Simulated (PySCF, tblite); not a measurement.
Calculations on `B(OC(C)C)SC`, in the order of a workflow; each names the level of the geometry that it ran on. Settings lines and outputs come from a driver script.

Compound: C4H11BOS.
SMILES with atom numbers: `[CH3:1][S:2][BH:3][O:4][CH:5]([CH3:6])[CH3:7]` (hydrogens: H8, H9, H10 on C1; H11 on B3; H12 on C5; H13, H14, H15 on C6; H16, H17, H18 on C7)

Step 1: GFN2-xTB geometry optimisation, gas phase (tblite 0.8.0) (from a force-field or distance-geometry start)
```json
{"job": {"kind": "relax", "xc": "GFN2-xTB", "basis": "xTB"}, "charge": 0, "multiplicity": 1}
```
```
step      E/eV     max force
  0    -618.46624    3.334
  1    -618.74828    1.975
  2    -618.83590    1.697
...
114    -620.11474    0.023
115    -620.11480    0.019
116    -620.11485    0.014
117    -620.11489    0.011
118    -620.11493    0.008
```

Energy lowered by 38.0 kcal/mol over 118 steps; largest atomic force 0.008 eV/Å at the end. «max force» is the largest atomic force in eV/Å.

On one thread, Arm Neoverse N1 (aarch64), no GPU (shared host), this took 1.2 s wall.

Step 2: GFN2-xTB harmonic vibrations, gas phase (tblite 0.8.0) (on the GFN2-xTB geometry)
```json
{"job": {"kind": "ir", "xc": "GFN2-xTB", "basis": "xTB"}, "charge": 0, "multiplicity": 1}
```
```
(table of modes left out)
```

48 modes from 34 to 3062 cm⁻¹ (unscaled, harmonic); zero-point energy 92.9 kcal/mol; all wavenumbers are real at this level.

The run took 0.92 s on an Arm Neoverse N1 with one thread, on a shared host.

Step 3: TDDFT CAM-B3LYP/def2-SVPD, vertical, gas phase, core orbitals frozen in the response (PySCF 2.14.0, density-fitted response routines) (on the GFN2-xTB geometry)
```json
{"job": {"kind": "uv", "xc": "CAM-B3LYP", "basis": "def2-SVPD", "nstates": 8, "ntriplets": 3}, "charge": 0, "multiplicity": 1}
```
```
...
Static polarisability (au): isotropic 88.853, principal 74.027 80.644 111.888
Singlet excitations
state   eV       nm        f      main configurations
  1   6.2558    198.2   0.07863   H->L+1 0.80
  2   6.3316    195.8   0.04113   H->L+2 0.51, H->L 0.21
  3   6.6112    187.5   0.00056   H-1->L+1 0.74
  4   6.7092    184.8   0.04264   H->L 0.60, H->L+5 0.12, H->L+2 0.09
  5   7.3711    168.2   0.00083   H->L+3 0.86
  6   7.6766    161.5   0.06618   H->L+4 0.49, H-1->L+2 0.20
  7   7.6989    161.0   0.06502   H->L+4 0.34, H-1->L 0.25, H-1->L+2 0.19
  8   7.7965    159.0   0.00416   H-1->L 0.50, H-1->L+2 0.27, H-1->L+5 0.12
Triplet excitations (Tamm-Dancoff, eV): 5.2928 5.8249 6.1513
```

HOMO -8.37 eV, LUMO 1.08 eV; lowest singlet 6.26 eV; lowest triplet 5.29 eV (Tamm–Dancoff); mean polarisability 88.9 au.

On one thread, Intel Xeon at 2.50 GHz (x86_64) (shared host), this took 2.1 min of wall time and 1.1 GiB of memory at its peak.

Geometry of the electronic-property runs (GFN2-xTB):
```
atom  x, y, z in Å
C1     3.5353   -0.3715    0.4894
S2     1.7476   -0.3200    0.8488
B3     1.0835    0.2656   -0.7340
O4    -0.2005    0.4801   -0.9515
C5    -1.2482    0.2653   -0.0133
C6    -1.7198   -1.1836   -0.1063
C7    -2.3714    1.2480   -0.3267
H8     3.8944    0.6329    0.2877
H9     4.0223   -0.7737    1.3713
H10    3.7130   -1.0180   -0.3639
H11    1.8234    0.4741   -1.6171
H12   -0.8599    0.4510    0.9992
H13   -2.5397   -1.3527    0.5857
H14   -2.0549   -1.4002   -1.1182
H15   -0.9025   -1.8552    0.1459
H16   -3.1857    1.1182    0.3803
H17   -2.7416    1.0770   -1.3344
H18   -2.0041    2.2690   -0.2611
```

 (This holds for the electronic-property runs.)

One conformer stands for the species.
